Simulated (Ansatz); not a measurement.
Calculated with Ansatz (gas phase, PBE0-D4/def2-TZVP geometries, no zero-point term in ΔE). CBS: MP2 limit from def2 TZ/QZ plus the TZ coupled-cluster correction, frozen cores. This one scheme is used for every species. DFT in def2-TZVPP. No spin–orbit coupling; open shells (•) take unrestricted orbitals. For Ga outer-core shells are correlated without core-valence functions, which leaves a few kJ/mol of doubt a bond. Scalar relativity is left out up to krypton.

Reaction (hydrogen abstraction from a Ga–H bond): `[F][GaH][F]` + `[OH]`• → `[F][Ga][F]`• + H₂O

```
             level  ΔE (eV)
            r2SCAN    -1.73
           r2SCANh    -1.68
CCSD(T)/def2-TZVPP    -1.64
      HF/CBS(def2)    -0.99
```

What does CCSD(T)/CBS give? (Best estimate.)

Computed: -1.70 eV. The listed levels differ from it by -0.03, 0.02, 0.06, 0.71 eV.

Largest T1 diagnostic among the species: 0.017.

From PBE to PBE0 (25 % exact exchange), in def2-TZVPP and without D4, ΔE moves by +0.20 eV. Leaving LDA and LC-ωPBE aside and taking each functional with its dispersion term where it has one, the values, not all of them listed here, spread over 0.48 eV, from PBE-D4 to BHLYP-D4. LDA lies −0.32 eV from PBE without D4.
